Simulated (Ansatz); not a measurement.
C$_{2}$H$_{4}$AlNO, SMILES `N=[C]1C[O][AlH]1`, relaxed with RKS PBE0-D4/def2-TZVP in Ansatz 0.2.0 from a PBE-D4/def2-SVP geometry. The force threshold is 0.005 eV/Å; the program also tests the step.

The species carries charge 0 and has multiplicity 1.

Start:

```xyz
9

N     0.638   -0.044   -1.852
C     0.273   -0.130   -0.635
C    -0.502    0.966    0.126
O    -0.684    0.425    1.446
Al    0.141   -1.097    1.140
H     1.145   -0.896   -2.148
H     0.080    1.918    0.151
H    -1.480    1.176   -0.368
H     0.390   -2.318    2.141
```

Q: How much energy does the relaxation release, and in how many steps? (Best estimate.)

A: Ansatz gave: 5.54 kJ/mol, in 6 steps, 1 of them rejected.

Q: Which bonds change most? (Estimate.)

A: Computed: O4–Al5 from 1.759 to 1.722 Å; C2–Al5 from 2.026 to 1.990 Å; C3–H8 from 1.115 to 1.096 Å.

Q: Give the relaxed structure. (An estimate is asked.)

A: The calculation gave: 
```xyz
9

N     0.635   -0.057   -1.822
C     0.271   -0.135   -0.619
C    -0.498    0.964    0.118
O    -0.681    0.426    1.433
Al    0.128   -1.064    1.135
H     1.133   -0.894   -2.120
H     0.078    1.896    0.153
H    -1.464    1.161   -0.361
H     0.398   -2.297    2.084
```
